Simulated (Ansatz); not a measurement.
`CC1=C[SiH2]1` + H₂ → `C1=C[SiH2]1` + CH₄ at 500 K and 1 bar (hydrogenolysis of a C–C bond).

Gas-phase electronic energies from Ansatz, PBE0-D4/def2-TZVP geometries. CCSD(T)/CBS is the MP2 limit (def2-TZVPP, def2-QZVPP) plus CCSD(T) − MP2 in def2-TZVPP, frozen cores. This one scheme is used for every species.

```json
{"species": "`CC1=C[SiH2]1`", "CCSD(T)/CBS energy (Eh)": "-406.77515", "H − E (kJ/mol)": "234.8", "S (J/(mol·K))": "354.6"}
{"species": "H₂", "CCSD(T)/CBS energy (Eh)": "-1.17544", "H − E (kJ/mol)": "41.0", "S (J/(mol·K))": "145.5"}
{"species": "`C1=C[SiH2]1`", "CCSD(T)/CBS energy (Eh)": "-367.50726", "H − E (kJ/mol)": "150.8", "S (J/(mol·K))": "297.0"}
{"species": "CH₄", "CCSD(T)/CBS energy (Eh)": "-40.46206", "H − E (kJ/mol)": "135.6", "S (J/(mol·K))": "206.8"}
```

H − E and S are ideal-gas, rigid-rotor, harmonic terms from PBE0-D4/def2-TZVP. The MP2-based limit puts H₂ 0.8 mEh under its directly extrapolated value; such offsets cancel only in part. 1 Eh = 2625.50 kJ/mol, R = 8.31446 J/(mol·K).

Task: By hand: ΔE, ΔH, ΔS and ΔG.

Result: ΔE = (-367.50726) + (-40.46206) − (-406.77515) − (-1.17544) = -0.01873 Eh = -49.2 kJ/mol. Δ(H − E) = 150.8 + 135.6 − 234.8 − 41.0 = 10.6, so ΔH = -38.6 kJ/mol. ΔS = 297.0 + 206.8 − 354.6 − 145.5 = 3.7 J/(mol·K). ΔG = -38.6 − 500 × (3.7)/1000 = -40.5 kJ/mol.

Task: By hand: the equilibrium constant, and the temperature at which ΔG would vanish if ΔH and ΔS stayed fixed.

Result: log₁₀ K = −ΔG/(RT ln 10) = 4.2. ΔH and −TΔS have one sign here, so there is no such temperature. One of them is within its doubt of zero, so this could turn.

The number of gas molecules stays the same, so ΔS is small and ΔH decides. A doubt of 5 kJ/mol in ΔE shifts log₁₀ K by 0.5 here. These are equilibria of isolated gas molecules and say nothing of rates. Largest T1 diagnostic: 0.013 (customary marks: 0.02 for closed shells, 0.045 for open ones).
